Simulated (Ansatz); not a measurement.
One change: `[CH3][Sn]([F])([F])[F]` becomes `[CH3][Sn]([F])([F])[C]#N`.

Ansatz, PBE0-D4/def2-TZVP geometries, multiplicity 1. 

Elements past krypton have def2 core potentials.

```
                                          property  `[CH3][Sn]([F])([F])[F]`
size of the dipole moment (ωB97M-V/def2-TZVPP) / D                      4.65
           HOMO–LUMO gap (ωB97M-V/def2-TZVPP) / eV                     12.64
              HOMO–LUMO gap (PBE0/def2-TZVPP) / eV                      8.38
                LUMO energy (PBE0/def2-TZVPP) / eV                     -1.82
             HOMO–LUMO gap (B3LYP/def2-TZVPP) / eV                      7.76
    size of the dipole moment (PBE/def2-TZVPP) / D                      4.50
```

Task: What does the change do to each property? (Estimate.)

Result: The calculation gave: 
```
                                          property  `[CH3][Sn]([F])([F])[C]#N`  shift
size of the dipole moment (ωB97M-V/def2-TZVPP) / D                        5.02   0.37
           HOMO–LUMO gap (ωB97M-V/def2-TZVPP) / eV                       12.86   0.22
              HOMO–LUMO gap (PBE0/def2-TZVPP) / eV                        8.61   0.23
                LUMO energy (PBE0/def2-TZVPP) / eV                       -1.51   0.31
             HOMO–LUMO gap (B3LYP/def2-TZVPP) / eV                        7.99   0.23
    size of the dipole moment (PBE/def2-TZVPP) / D                        4.87   0.37
```

With PBE0 the HOMO rises by 0.08 eV and the LUMO rises by 0.31 eV, so the gap widens by about 0.23 eV. PBE moves the HOMO by 0.09 eV and ωB97M-V by 0.05 eV. The zero-point energy changes by 15.2 kJ/mol with +3 modes. Dipoles are sizes alone; their direction can turn.

B3LYP here is the variant with VWN-RPA as its local correlation; programs differ in this.
